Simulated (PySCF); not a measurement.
# Dipole polarisabilities along group 14

Calculated with PySCF 2.14 for the ground configurations, without spin-orbit coupling: coupled response for Hartree-Fock and DFT. Mean α in bohr³, C₆ of like pairs in atomic units.

```tsv
species	α UHF	α PBE	α PBE0	α recommended (Schwerdtfeger and Nagle)	C₆ UHF	C₆ PBE	C₆ PBE0
C [He] 2s2 2p2 (aug-cc-pCVTZ-DK with one added diffuse shell each of s, p, d, f type, spin-free X2C)	11.97	13.57	12.72	11.3 ± 0.4	46.44	54.91	50.84
Si [Ne] 3s2 3p2 (aug-cc-pCVTZ-DK with one added diffuse shell each of s, p, d, f type, spin-free X2C)	38.61	41.87	39.93	37.3 ± 0.7	318.2	343.8	326.7
Sn [Kr] 4d10 5s2 5p2 (aug-cc-pwCVTZ-DK3 with one added diffuse shell each of s, p, d, f type, spin-free X2C)	57.26	62.02	58.66	53 ± 6	640.0	680.9	644.0
```

Hartree-Fock lacks correlation. PBE lies above the recommended values here, as self-interaction makes its density too diffuse. All values carry a basis error, and heavy open shells lack spin-orbit coupling.
